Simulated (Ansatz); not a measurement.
Ansatz (a first-principles code) job for 1-chloro-2-methylprop-1-ene (C₄H₇Cl), SMILES CC(C)=CCl, PBE-D3(BJ)/def2-SVP. 

Ansatz 0.2 input:
```yaml
crystal:
  periodic: [false, false, false]
  atoms:
    - {symbol: C, position_ang: [0.75012884, 2.16388216, 0.00000000]}
    - {symbol: C, position_ang: [0.02721894, 0.85021617, 0.00000000]}
    - {symbol: C, position_ang: [-1.46635502, 0.90564198, 0.00000000]}
    - {symbol: C, position_ang: [0.73280802, -0.28761432, 0.00000000]}
    - {symbol: Cl, position_ang: [0.04130227, -1.87437302, -0.00000000]}
    - {symbol: H, position_ang: [1.84195804, 2.03845973, 0.00000000]}
    - {symbol: H, position_ang: [0.47221031, 2.76116279, 0.88477895]}
    - {symbol: H, position_ang: [0.47221032, 2.76116279, -0.88477896]}
    - {symbol: H, position_ang: [-1.91374256, -0.09607986, 0.00000000]}
    - {symbol: H, position_ang: [-1.83121565, 1.45414031, -0.88449900]}
    - {symbol: H, position_ang: [-1.83121565, 1.45414032, 0.88449899]}
    - {symbol: H, position_ang: [1.82485187, -0.30140073, 0.00000000]}
basis:
  gaussian:
    orbitals: def2-SVP
hamiltonian:
  xc: pbe
  dispersion: d3bj
relax: {f_tol: 0.002, max_steps: 200}
```

It prints:

```
WARN ansatz: RAYON_NUM_THREADS=1 ignored (pool sized by the plan → 1); use --threads N
Functional definition: PBE
integrals: 0.05 GiB planned
1233 factors; their error is unknown
mean field: 0.31 GiB planned
mean field evaluation 1: about -16753.0988 eV, gradient 7.1e1 eV
mean field evaluation 2: about -16725.7094 eV, gradient 1.2e2 eV
mean field evaluation 4: about -16765.7199 eV, gradient 1.8e1 eV
mean field evaluation 8: about -16766.5433 eV, gradient 1.5e-1 eV
mean field evaluation 16: about -16766.4821 eV, gradient 5.8e-4 eV
mean field -16766.48209917 eV, -616.1568524148 hartree, gradient 3.4e-5 eV, S^2 0.000000; 0 other end points of the search recorded, 0 dependent functions left out
the calculation of the forces begins
reference -16766.48213005 eV, -616.1568535496 hartree; 24, 24 occupied and 85, 85 virtual orbitals, 1233 factors
relax step   1: F+E_penalty+E_count = -16766.74759570 eV  Δ(F+E_penalty+E_count) = +0.000e0 eV  max|allowed force component| = 3.934e-1 eV/Å  Δτ_max = 0.0000 Å  (31 SCF iters, accepted)
these checks for a lower state are left out or cut short: starts, cluster_reference, orbital_swaps, neighbouring_geometries, increment
integrals: 0.05 GiB planned
1233 factors; their error is unknown
mean field: 0.31 GiB planned
mean field -16766.49887452 eV, -616.1574688973 hartree, gradient 2.7e-5 eV, S^2 0.000000; 0 other end points of the search recorded, 0 dependent functions left out
the calculation of the forces begins
reference -16766.49890554 eV, -616.1574700373 hartree; 24, 24 occupied and 85, 85 virtual orbitals, 1233 factors
relax step   2: F+E_penalty+E_count = -16766.76303391 eV  Δ(F+E_penalty+E_count) = -1.544e-2 eV  max|allowed force component| = 1.415e-1 eV/Å  Δτ_max = 0.0174 Å  (33 SCF iters, accepted)
these checks for a lower state are left out or cut short: starts, cluster_reference, orbital_swaps, neighbouring_geometries, increment
integrals: 0.05 GiB planned
1233 factors; their error is unknown
mean field: 0.31 GiB planned
mean field evaluation 32: about -16766.5008 eV, gradient 1.3e-4 eV
mean field -16766.50077096 eV, -616.1575385905 hartree, gradient 7.9e-6 eV, S^2 0.000000; 0 other end points of the search recorded, 0 dependent functions left out
the calculation of the forces begins
reference -16766.50080203 eV, -616.1575397322 hartree; 24, 24 occupied and 85, 85 virtual orbitals, 1233 factors
relax step   3: F+E_penalty+E_count = -16766.76451015 eV  Δ(F+E_penalty+E_count) = -1.476e-3 eV  max|allowed force component| = 4.970e-2 eV/Å  Δτ_max = 0.0055 Å  (34 SCF iters, accepted)
these checks for a lower state are left out or cut short: starts, cluster_reference, orbital_swaps, neighbouring_geometries, increment
integrals: 0.05 GiB planned
1233 factors; their error is unknown
mean field: 0.31 GiB planned
mean field -16766.50084390 eV, -616.1575412708 hartree, gradient 6.8e-6 eV, S^2 0.000000; 0 other end points of the search recorded, 0 dependent functions left out
the calculation of the forces begins
reference -16766.50087497 eV, -616.1575424127 hartree; 24, 24 occupied and 85, 85 virtual orbitals, 1233 factors
relax step   4: F+E_penalty+E_count = -16766.76456070 eV  Δ(F+E_penalty+E_count) = -5.055e-5 eV  max|allowed force component| = 2.342e-2 eV/Å  Δτ_max = 0.0011 Å  (25 SCF iters, accepted)
these checks for a lower state are left out or cut short: starts, cluster_reference, orbital_swaps, neighbouring_geometries, increment
integrals: 0.05 GiB planned
1233 factors; their error is unknown
mean field: 0.31 GiB planned
mean field -16766.50083755 eV, -616.1575410377 hartree, gradient 8.5e-6 eV, S^2 0.000000; 0 other end points of the search recorded, 0 dependent functions left out
the calculation of the forces begins
reference -16766.50086863 eV, -616.1575421798 hartree; 24, 24 occupied and 85, 85 virtual orbitals, 1233 factors
relax step   5: F+E_penalty+E_count = -16766.76455899 eV  Δ(F+E_penalty+E_count) = +1.706e-6 eV  max|allowed force component| = 2.367e-2 eV/Å  Δτ_max = 0.0021 Å  (25 SCF iters, rejected (line search))
these checks for a lower state are left out or cut short: starts, cluster_reference, orbital_swaps, neighbouring_geometries, increment
integrals: 0.05 GiB planned
1233 factors; their error is unknown
mean field: 0.31 GiB planned
mean field -16766.50085099 eV, -616.1575415314 hartree, gradient 7.5e-5 eV, S^2 0.000000; 0 other end points of the search recorded, 0 dependent functions left out
the calculation of the forces begins
reference -16766.50088207 eV, -616.1575426735 hartree; 24, 24 occupied and 85, 85 virtual orbitals, 1233 factors
relax step   6: F+E_penalty+E_count = -16766.76457213 eV  Δ(F+E_penalty+E_count) = -1.143e-5 eV  max|allowed force component| = 1.153e-3 eV/Å  Δτ_max = 0.0010 Å  (21 SCF iters, accepted)
integrals: 0.05 GiB planned
1233 factors; their error is unknown
mean field: 0.31 GiB planned
mean field evaluation 64: about -16766.5596 eV, gradient 1.3e-1 eV
mean field -16766.50085099 eV, -616.1575415314 hartree, gradient 7.5e-5 eV, S^2 0.000000; 1 other end points of the search recorded, 0 dependent functions left out
the calculation of the forces begins
reference -16766.50088207 eV, -616.1575426735 hartree; 24, 24 occupied and 85, 85 virtual orbitals, 1233 factors
Total energy: -16766.76460321 eV, -616.1672342465 hartree
Atom 0 at     0.754904     2.170166     0.000000 Å, force    -0.000446    -0.000009     0.000000 eV/Å
Atom 1 at     0.026447     0.851221     0.000000 Å, force     0.000807     0.000027     0.000000 eV/Å
Atom 2 at    -1.473979     0.905492     0.000000 Å, force    -0.001153    -0.000048    -0.000000 eV/Å
Atom 3 at     0.738419    -0.296858     0.000000 Å, force    -0.000183    -0.000125     0.000000 eV/Å
Atom 4 at     0.042503    -1.895569    -0.000000 Å, force     0.000083     0.000233     0.000000 eV/Å
Atom 5 at     1.855032     2.044600    -0.000000 Å, force    -0.000066     0.000235     0.000000 eV/Å
Atom 6 at     0.475991     2.775002     0.890226 Å, force     0.000082    -0.000005    -0.000164 eV/Å
Atom 7 at     0.475991     2.775002    -0.890226 Å, force     0.000082    -0.000005     0.000164 eV/Å
Atom 8 at    -1.923151    -0.104553    -0.000000 Å, force     0.000386     0.000098     0.000000 eV/Å
Atom 9 at    -1.845361     1.458537    -0.889714 Å, force     0.000199     0.000008    -0.000135 eV/Å
Atom 10 at    -1.845361     1.458537     0.889714 Å, force     0.000199     0.000008     0.000135 eV/Å
Atom 11 at     1.838725    -0.312239    -0.000000 Å, force     0.000011    -0.000418    -0.000000 eV/Å
Dipole moment:     0.028977     0.351360     0.000000 e Å
```

The calculation finished and met its thresholds.

Cost: very roughly 19 core-seconds.
